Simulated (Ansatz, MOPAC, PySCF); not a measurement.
Species: TaO$_{2}$Cl (charge 0, singlet). SMILES: [O]=[Ta](=[O])[Cl]
Coordinates optimised at B3LYP-D3(BJ)/def2-TZVP (Ansatz, a quantum-chemistry and plane-wave program):
```xyz
4

Ta     0.1890     0.0176     0.2447
O      1.5380    -0.8036    -0.4778
O     -0.6382    -1.1506     1.2281
Cl    -1.2352     0.8438    -1.4040
```

Property: size of the dipole moment, in D. Terms: PM7 with its own dispersion and hydrogen-bond terms; 6-31G* and kin with 6d, 5d where marked; LANL2DZ with its own core potentials from Na on; no spin-orbit coupling; no dispersion term unless named; def2 sets with scalar-relativistic core potentials past Kr. Ab initio and DFT rows: single points at B3LYP-D3(BJ) geometries (Ansatz). Semi-empirical rows: dipoles at the shared geometry.

```json
[
 {"level": "PM6", "program": "MOPAC", "size of the dipole moment (D)": "3.77"},
 {"level": "PM7", "program": "MOPAC", "size of the dipole moment (D)": "3.29"},
 {"level": "SVWN5/6-31G* with LANL2DZ past Ar", "program": "Ansatz", "size of the dipole moment (D)": "4.95"},
 {"level": "PBE/LANL2DZ", "program": "Ansatz", "size of the dipole moment (D)": "5.31"},
 {"level": "PBE/def2-SVP", "program": "Ansatz", "size of the dipole moment (D)": "5.06"},
 {"level": "PBE/6-31G* with LANL2DZ past Ar", "program": "Ansatz", "size of the dipole moment (D)": "4.98"},
 {"level": "BP86/def2-SVP", "program": "PySCF", "size of the dipole moment (D)": "5.07"},
 {"level": "B3LYP/def2-SVP", "program": "Ansatz", "size of the dipole moment (D)": "5.39"},
 {"level": "B3LYP/6-31G* with LANL2DZ past Ar", "program": "Ansatz", "size of the dipole moment (D)": "5.31"},
 {"level": "PBE0/6-31G* with LANL2DZ past Ar", "program": "Ansatz", "size of the dipole moment (D)": "5.42"}
]
```

No value to compare with is used here. The 10 habitual levels span 3.29 (PM7) to 5.42 D (PBE0/6-31G* with LANL2DZ past Ar).

The levels are drawn from those run, B3LYP/6-31G* more often than the rest, none by its result; left out are runs that failed, that the program found above a lower state of the same kind, or whose <S^2> lies over 0.5 above the pure value.
